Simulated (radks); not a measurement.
The numbers below are computed, except where a source is named.
Q: Radial electron density D(r) = 4 pi r^2 rho(r) of an atom or ion with 52.3 electrons. Level of theory: scalar-relativistic Kohn-Sham, SCAN, spin-unpolarised, spherical densities, finite nucleus; meta-GGA in the generalised Kohn-Sham scheme; Fermi nuclear charge, rms radius of each element as measured or else 0.836 A^(1/3) + 0.57 fm (a radial shooting solver on a logarithmic mesh with Libxc functionals).

```
   r/bohr * D(r) (the largest magnitude, 95.6, reaches the edge; | marks zero)
 0.002734 |      *
 0.003133 |        *
 0.003589 |          *
 0.004112 |            *
 0.004749 |               *
 0.005441 |                  *
 0.006233 |                     *
 0.007199 |                        *
 0.008248 |                            *
 0.009449 |                                *
  0.01091 |                                   *
   0.0125 |                                      *
  0.01432 |                                        *
  0.01654 |                                         *
  0.01895 |                                         *
  0.02171 |                                        *
  0.02508 |                                       *
  0.02873 |                                     *
  0.03291 |                                    *
  0.03801 |                                    *
  0.04355 |                                      *
   0.0499 |                                          *
  0.05762 |                                               *
  0.06602 |                                                    *
  0.07564 |                                                      *
  0.08665 |                                                     *
   0.1001 |                                                  *
   0.1147 |                                            *
   0.1314 |                                        *
   0.1517 |                                       *
   0.1738 |                                         *
   0.1991 |                                             *
     0.23 |                                              *
   0.2635 |                                           *
   0.3018 |                                   *
   0.3486 |                        *
   0.3994 |                  *
   0.4576 |               *
   0.5284 |                *
   0.6054 |                  *
   0.6936 |                 *
   0.8011 |             *
   0.9178 |         *
    1.051 |      *
    1.214 |    *
    1.391 |   *
    1.594 |   *
    1.826 |  *
    2.109 | *
    2.416 |*
    2.768 *
    3.197 *
    3.663 *
    4.196 *
    4.846 *
    5.552 *
```

What is the nuclear charge?

A: Z = 56. The innermost maximum, from 1s, lies near gamma/Z bohr with gamma = sqrt(1 - (Z/c)^2) = 0.913, here 0.0163 bohr (found: 0.0179), and its height grows with Z. The density is that of the barium ion Ba3.7+ in [Ar] 3d10 4s2 4p5.3 4d10 5s2 5p5; the configuration itself is not fixed sharply by these data, and Z only to a few units. D(r) has 4 maxima, at r = 0.0179, 0.0794, 0.225, 0.625 bohr, and minima at 0.0345, 0.148, 0.461 bohr, inside which lie 1.97, 11.19, 28.92 electrons.
